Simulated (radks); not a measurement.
Coulomb parameter of the 5d shell of neutral tungsten in the model configuration [Xe] 4f14 5d4.5 6s1.5, as a second difference U = [E(n + 0.5) + E(n - 0.5) - 2 E(n)] / (0.5)^2 with all orbitals relaxed. "Bare": the charge of the atom changes with n. "Screened": the 6s shell takes up the change at fixed total charge, which measures U(5d,5d) + U(6s,6s) - 2 U(5d,6s). Method: Dirac Kohn-Sham, LDA (Slater exchange, Perdew-Wang correlation), spin-unpolarised, spherical densities, point nucleus; open shells are shared between the two j in proportion to 2j + 1; computed with a radial shooting solver on a logarithmic mesh with Libxc functionals.

| case | configuration | E - E(n) (eV) |
|---|---|---|
| start | [Xe] 4f14 5d4.5 6s1.5 | 0.000 |
| bare +0.5 | [Xe] 4f14 5d5 6s1.5 | -1.134 |
| bare -0.5 | [Xe] 4f14 5d4 6s1.5 | 3.052 |
| screened +0.5 | [Xe] 4f14 5d5 6s1 | 0.845 |
| screened -0.5 | [Xe] 4f14 5d4 6s2 | -0.691 |

U(bare) = 7.670 eV, U(screened by 6s) = 0.617 eV. The step up makes a negative ion, whose loosely bound charge lowers the bare value.
